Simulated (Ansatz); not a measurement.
Cost and result up the ladder for the cluster B4H3 (the lowest doublet isomer of a short search) (7 atoms). Charge 0, multiplicity 2. Geometry: B3LYP-D4/def2-TZVP.

```xyz
7

B    -0.696   -0.655    0.371
B    -0.924    0.756    0.888
B     0.395    0.372   -0.210
B     0.292   -1.351   -0.551
H    -1.230    1.780    1.371
H     1.197    1.125   -0.637
H     0.967   -2.027   -1.230
```

Ansatz on 4 threads of Arm Neoverse V1 on a shared host. Times are rough, and most runs start from the orbitals of an earlier one. CAM-B3LYP-D4/def2-TZVP serves as the yardstick here, not as an exact answer. Differences are given only for rows in sets of like size (and for xTB, whose basis is part of the method), since another set adds its own error. Binding counts from free atoms at the same level (B doublet, H doublet; other spins of the atoms weren't run), without zero-point energy or a counterpoise term.

LC-ωPBE has ω = 0.4 bohr⁻¹. Correlated methods freeze 4 core orbitals. The structure comes from a short search, and lower isomers may exist.

Correlated methods converge slowly with the basis.

```
                 level  functions  wall time
             HF/STO-3G         23      0.1 s
       PBE-D4/def2-SVP         71      0.7 s
      PBE0-D4/def2-SVP         71      0.7 s
      PBE-D4/def2-TZVP        142      1.2 s
         MP2/def2-TZVP        142        2 s
     PBE0-D4/def2-TZVP        142        2 s
CAM-B3LYP-D4/def2-TZVP        142      2.2 s
   r2SCAN-D4/def2-TZVP        142      2.7 s
  r2SCAN0-D4/def2-TZVP        142      3.2 s
     LC-ωPBE/def2-TZVP        142      3.7 s
  r2SCAN-D4/def2-TZVPD        175      3.9 s
      B97M-V/def2-TZVP        142        5 s
    CCSD(T)/def2-TZVPP        166       40 s
    CCSD(T)/def2-TZVPD        175    4.8 min
```

(1) Estimate what each level gives for the binding energy per atom (eV).

Answers

(1) 
| level | binding energy per atom (eV) | difference from CAM-B3LYP-D4/def2-TZVP (eV) | remarks |
| --- | --- | --- | --- |
| HF/STO-3G | 4.07 | – | spin-contaminated (⟨S²⟩ 0.86) |
| PBE-D4/def2-SVP | 3.91 | – | – |
| PBE0-D4/def2-SVP | 3.87 | – | – |
| PBE-D4/def2-TZVP | 3.89 | 0.14 | – |
| MP2/def2-TZVP | 3.68 | -0.07 | spin-contaminated (⟨S²⟩ 0.85) |
| PBE0-D4/def2-TZVP | 3.83 | 0.08 | – |
| CAM-B3LYP-D4/def2-TZVP | 3.75 | 0.00 | – |
| r2SCAN-D4/def2-TZVP | 3.86 | 0.11 | – |
| r2SCAN0-D4/def2-TZVP | 3.80 | 0.05 | – |
| LC-ωPBE/def2-TZVP | 3.77 | 0.02 | – |
| r2SCAN-D4/def2-TZVPD | 3.86 | 0.11 | – |
| B97M-V/def2-TZVP | 3.84 | 0.09 | – |
| CCSD(T)/def2-TZVPP | 3.59 | -0.16 | spin-contaminated (⟨S²⟩ 0.85) |
| CCSD(T)/def2-TZVPD | 3.57 | -0.18 | spin-contaminated (⟨S²⟩ 0.85) |
